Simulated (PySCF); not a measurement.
Computed shifts of a molecule C4H4F2, B3LYP/pcSseg-1 in PySCF, GIAO, gas phase, equivalent atoms averaged, in ppm (number of nuclei): ¹³C: 190.7 (1), 164.5 (1), 126.4 (1), 24.9 (1). ¹⁹F: -111.6 (2). ¹H: 6.90 (1), 2.32 (3). References: ¹³C against TMS (σ = 181.3 ppm); ¹⁹F against CFCl3 (σ = 161.7 ppm); ¹H against TMS (σ = 31.68 ppm), references at their B3LYP-D3(BJ)/def2-TZVP geometries, non-relativistic. Geometry optimised at PBE0-D3(BJ)/def2-SVP. One conformer was computed; it need not be the lowest.

Problem. Which structure fits?
(A) CC=C=C(F)F
(B) F/C=C\C=C/F
(C) C=C(F)/C=C\F
(D) C#CC(C)(F)F

Solution. A, CC=C=C(F)F
